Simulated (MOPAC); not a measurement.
Input for MOPAC: AM1 on H3NOSe (SMILES N[Se]O), a point of a torsion scan.

```
AM1 1SCF PRECISE CHARGE=0 THREADS=1
H3NOSe

N     -0.99200105 1     0.00771170 1    -0.03461905 1
Se     0.48760607 1    -0.26300196 1     0.95643771 1
O      1.64027982 1    -0.43661323 1    -0.45601132 1
H     -1.69613242 1    -0.71479935 1     0.04616942 1
H     -1.40122386 1     0.92721660 1     0.07030596 1
H      2.35610309 1    -1.02473180 1    -0.20938338 1
```

The log:

```
*******************************************************************************
 **                                                                           **
 **                              MOPAC v23.2.5                                **
 **                                                                           **
 *******************************************************************************
 ** MOPAC's Digital Object Identifier: https://doi.org/10.5281/zenodo.6511958 **
 **                                                                           **
 ** Please cite the open-source release paper for use of this MOPAC version:  **
 ** J. E. Moussa and J. J. P. Stewart (2026)                                  **
 ** MOPAC: An open-source semiempirical molecular orbital program             **
 ** J. Open Source Softw., 11(119), 8025, https://doi.org/10.21105/joss.08025 **
 *******************************************************************************

                              AM1 CALCULATION RESULTS

 *******************************************************************************
 *  AM1        - The AM1 Hamiltonian to be used
 *
 *
 *
 *                 CHARGE ON SYSTEM = 0
 *
 *
 *
 *  PRECISE    - TIGHTER CRITERIA TO BE USED
 *  1SCF       - DO 1 SCF AND THEN STOP
 *  THREADS=1  - MULTI-THREADING NOT USED
 *  T=         - A TIME OF 172800.0 SECONDS REQUESTED
 *  DUMP=N     - RESTART FILE WRITTEN EVERY 7200.0 SECONDS REQUESTED
 *******************************************************************************
AM1 1SCF PRECISE CHARGE=0 THREADS=1
 H3NOSe

   ATOM   CHEMICAL          X               Y               Z
  NUMBER   SYMBOL      (ANGSTROMS)     (ANGSTROMS)     (ANGSTROMS)

     1       N         -0.99200105  *   0.00771170  *  -0.03461905  *
     2      Se          0.48760607  *  -0.26300196  *   0.95643771  *
     3       O          1.64027982  *  -0.43661323  *  -0.45601132  *
     4       H         -1.69613242  *  -0.71479935  *   0.04616942  *
     5       H         -1.40122386  *   0.92721660  *   0.07030596  *
     6       H          2.35610309  *  -1.02473180  *  -0.20938338  *



          CARTESIAN COORDINATES

    NO.       ATOM           X           Y           Z

     1         N         -0.9920      0.0077     -0.0346
     2        Se          0.4876     -0.2630      0.9564
     3         O          1.6403     -0.4366     -0.4560
     4         H         -1.6961     -0.7148      0.0462
     5         H         -1.4012      0.9272      0.0703
     6         H          2.3561     -1.0247     -0.2094

  H: (AM1): M.J.S. DEWAR ET AL, J. AM. CHEM. SOC. 107 3902-3909 (1985)
  N: (AM1): M.J.S. DEWAR ET AL, J. AM. CHEM. SOC. 107 3902-3909 (1985)
  O: (AM1): M.J.S. DEWAR ET AL, J. AM. CHEM. SOC. 107 3902-3909 (1985)
 Se: (AM1): J. J. P. STEWART, J. MOL. MOD., 10, 155-164 (2004)

           Empirical Formula: H3 N O Se  =     6 atoms



      MOLECULAR POINT GROUP   :   C1


      RHF CALCULATION, NO. OF DOUBLY OCCUPIED LEVELS = 10


 -------------------------------------------------------------------------------
 AM1 1SCF PRECISE CHARGE=0 THREADS=1
 H3NOSe



     1SCF WAS SPECIFIED, SO BFGS WAS NOT USED
     SCF FIELD WAS ACHIEVED


                              AM1 CALCULATION
                                                       MOPAC v23.2.5 Linux




          FINAL HEAT OF FORMATION =        -32.95648 KCAL/MOL =    -137.88993 KJ/MOL


          COSMO AREA              =         92.11 SQUARE ANGSTROMS
          COSMO VOLUME            =         74.79 CUBIC ANGSTROMS

          IONIZATION POTENTIAL    =          7.078237 EV
          HOMO LUMO ENERGIES (EV) =         -7.078  0.559
          NO. OF FILLED LEVELS    =         10
          MOLECULAR WEIGHT        =        111.9898         POINT GROUP:  C1

          MOLECULAR DIMENSIONS (Angstroms)

            Atom       Atom       Distance
            H     6    H     5     4.24333
            H     4    O     3     1.81245
           Se     2    O     3     1.25097


          SCF CALCULATIONS        =          1





   ATOM   CHEMICAL          X               Y               Z
  NUMBER   SYMBOL      (ANGSTROMS)     (ANGSTROMS)     (ANGSTROMS)

     1       N         -0.99200105  *   0.00771170  *  -0.03461905  *
     2      Se          0.48760607  *  -0.26300196  *   0.95643771  *
     3       O          1.64027982  *  -0.43661323  *  -0.45601132  *
     4       H         -1.69613242  *  -0.71479935  *   0.04616942  *
     5       H         -1.40122386  *   0.92721660  *   0.07030596  *
     6       H          2.35610309  *  -1.02473180  *  -0.20938338  *

                             CARTESIAN COORDINATES

   1    N       -0.992001050     0.007711700    -0.034619050
   2   Se        0.487606070    -0.263001960     0.956437710
   3    O        1.640279820    -0.436613230    -0.456011320
   4    H       -1.696132420    -0.714799350     0.046169420
   5    H       -1.401223860     0.927216600     0.070305960
   6    H        2.356103090    -1.024731800    -0.209383380


           Empirical Formula: H3 N O Se  =     6 atoms



      MOLECULAR POINT GROUP   :   C1


                  EIGENVALUES
 -34.74267 -31.73138 -19.87913 -16.40803 -16.11503 -14.22573 -12.57076 -12.08194
  -9.74921  -7.07824   0.55896   0.96816   4.97472   5.87313   6.02181


              NET ATOMIC CHARGES AND DIPOLE CONTRIBUTIONS

  ATOM NO.   TYPE          CHARGE      No. of ELECS.   s-Pop       p-Pop
    1          N          -0.518949        5.5189     1.59089     3.92806
    2         Se           0.437109        5.5629     1.94025     3.62264
    3          O          -0.452563        6.4526     1.89855     4.55401
    4          H           0.166104        0.8339     0.83390
    5          H           0.171927        0.8281     0.82807
    6          H           0.196371        0.8036     0.80363
 DIPOLE           X         Y         Z       TOTAL
 POINT-CHG.    -0.357    -0.393     2.983     3.030
 HYBRID        -0.522    -0.253    -0.036     0.581
 SUM           -0.879    -0.646     2.947     3.143


          ATOMIC ORBITAL ELECTRON POPULATIONS

     Atom    s        px        py        pz
    1  N   1.59089   1.15558   1.09317   1.67930
    2 Se   1.94025   0.83864   1.95535   0.82865
    3  O   1.89855   1.41311   1.70765   1.43325
    4  H   0.83390
    5  H   0.82807
    6  H   0.80363

 **********************
 *                    *
 * JOB ENDED NORMALLY *
 *                    *
 **********************




 == MOPAC DONE ==
```

The run finished.

Cost: around 0.04 core-seconds (rough).
